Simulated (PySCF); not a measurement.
**Two-component Hartree-Fock for Pm⁵⁴⁺ (promethium, charge +54)**

Start: [He] 2s2 2p3; 2p1/2 filled at m_j = -1/2, +1/2; 2p3/2 filled at m_j = +3/2. Calculated with PySCF 2.14 in an even-tempered Gaussian basis (17 s from 34 bohr⁻², ratio 2.4; 13 p from 45 bohr⁻², ratio 2.4; 5 d from 150 bohr⁻², ratio 2.6; 4 f from 230 bohr⁻², ratio 2.6): generalised Hartree-Fock with the X2C-1e Hamiltonian and a Gaussian nucleus; one run each with spin-orbit coupling (SO) switched off, then screened by Boettger's factors.

```json
{"spinor shell": "1s1/2", "electrons": "2", "ε, spin-free (eV)": "-50372.8", "ε, screened SO (eV)": "-50345.7", "weight of nominal j (screened SO)": "1.000", "rms radius, screened SO (bohr)": "0.0263"}
{"spinor shell": "2s1/2", "electrons": "2", "ε, spin-free (eV)": "-11798.3", "ε, screened SO (eV)": "-11790.1", "weight of nominal j (screened SO)": "1.000", "rms radius, screened SO (bohr)": "0.103"}
{"spinor shell": "2p1/2", "electrons": "2", "ε, spin-free (eV)": "-11173.7", "ε, screened SO (eV)": "-11550.4", "weight of nominal j (screened SO)": "0.999", "rms radius, screened SO (bohr)": "0.0877"}
{"spinor shell": "2p3/2", "electrons": "1", "ε, spin-free (eV)": "-11173.7", "ε, screened SO (eV)": "-10953.5", "weight of nominal j (screened SO)": "1.000", "rms radius, screened SO (bohr)": "0.0931"}
```

| quantity | spin-free | screened SO |
| --- | --- | --- |
| E (hartree) | -6076.22366 | -6098.56141 |
| M_J | 3/2 | 3/2 |
| ⟨J²⟩ | 3.750 | 3.750 |
| ⟨L²⟩ | 0.000 | 2.533 |
| ⟨S²⟩ | 3.750 | 1.491 |

Each row is a mean over spinors that exchange with the open shell spreads, by up to 55.696 eV (2s1/2).

Breit and QED terms are absent; they matter most for the inner s and p1/2 levels.

Densities and radii are taken from the X2C orbitals without a picture-change correction, which distorts them close to the nucleus.

Without spin-orbit coupling the j labels of p, d and f shells carry no meaning; the spin-free column gives the mean over the occupied spinors of each nl shell.
